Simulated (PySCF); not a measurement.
AlFH2OSi (calculated)

Calculation on a computer-drawn molecule: the log of a Hartree-Fock and frozen-core CCSD(T) single point meant for a local Hartree-Fock minimum, with one planted fault or none, to be diagnosed. Offsets are logged minus clean, where the clean run is the same molecule without the fault. The reference is restricted for singlets and unrestricted otherwise, and also for a bond in bohr or an excited solution. Adding or removing an electron swaps singlet and doublet. The excited solution moves the top pair (singlet) or top alpha electron (doublet) to the lowest empty orbital. Highest occupied and lowest empty are orbital energies over both spins, largest force is the largest gradient component, triples share is (T) over the correlation energy, the T1 limit is 0.02 restricted and 0.045 unrestricted, electrons count all cores, a negative frequency is imaginary (commonest isotopes), and the dipole is about the centre of nuclear charge. Program: PySCF 2.14.0.

```xyz
6
formula=AlFH2OSi meant_charge=0 meant_multiplicity=1 meant_basis=cc-pV(D+d)Z logged_electrons=46 logged_basis_functions=84 logged_SCF_converged=yes logged_spin_squared=0 logged_highest_occupied=-8.9565 logged_lowest_empty=1.3817 logged_largest_force=1.285e-05 logged_lowest_frequency=72.798 logged_T1_diagnostic=0.014518 logged_D1_diagnostic=0.034817 logged_triples_share=0.019991 logged_CC_converged=yes logged_dipole_magnitude=1.7231 logged_SCF_stable_within_its_kind=yes logged_energy_HF=-706.49633 logged_energy_CCSD(T)=-707.04625 possible_faults=no_fault,one_electron_removed,one_electron_added,multiplicity_raised_by_two,geometry_at_a_saddle_point,SCF_held_on_an_excited_solution,minimal_basis_STO-3G,one_bond_length_entered_in_bohr,all_coordinates_scaled
F     -1.3431    -0.8333     0.0690
Si    -2.3298     0.3540    -0.3990
O     -1.7200     1.7720     0.0826
Al    -0.9304     3.1747     0.6653
H     -3.6307     0.0956     0.2340
H     -2.4097     0.2831    -1.8647
```

Units: logged_highest_occupied, logged_lowest_empty in eV; logged_largest_force in hartree/bohr; logged_lowest_frequency in cm⁻¹; logged_dipole_magnitude in debye; logged_energy_HF, logged_energy_CCSD(T) in hartree.

Drawn bonds:
```csv
atom,other atom,order
1,2,1
2,3,1
3,4,1
2,5,1
2,6,1
```

**Q.** AlFH2OSi: planted fault?
**A.** no fault

Further results for AlFH2OSi:

```
HF energy offset from clean run      : 0 kcal/mol
CCSD(T) energy offset from clean run : 0 kcal/mol
```
